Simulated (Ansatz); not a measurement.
System: sum formula SiH$_{2}$S$_{2}$Cl, charge 0, multiplicity 2. It need not be the lowest isomer of its formula. 
Structure (B3LYP-D3(BJ)/def2-TZVP (Ansatz, an electronic-structure program) minimum search):
```xyz
6

S      1.5754    -0.8381     0.8687
Si    -0.1230     0.3822     0.3880
S     -1.7078    -1.0516     0.1942
Cl     0.2389     1.4666    -1.3589
H      2.4603     0.0779     0.4380
H     -2.6810    -0.1239     0.2257
```
Charge 0, spin multiplicity 2.

Parts of the frozen-core correlation energy in cc-pwCVTZ (Ansatz, hartree). Frozen orbitals: 20; correlated occupied orbitals by spin: 13 and 12; virtual: 231 and 232. UHF or UKS for open shells. No spin-orbit coupling. No relativistic terms.

```csv
term,value
reference (HF),-1544.81945
MP2 opposite-spin,-0.48888
MP2 same-spin,-0.15803
CCSD correlation,-0.70069
(T),-0.03457
T1 diagnostic,0.015
largest doubles amplitude,0.018
<S^2> of the reference,0.760
```
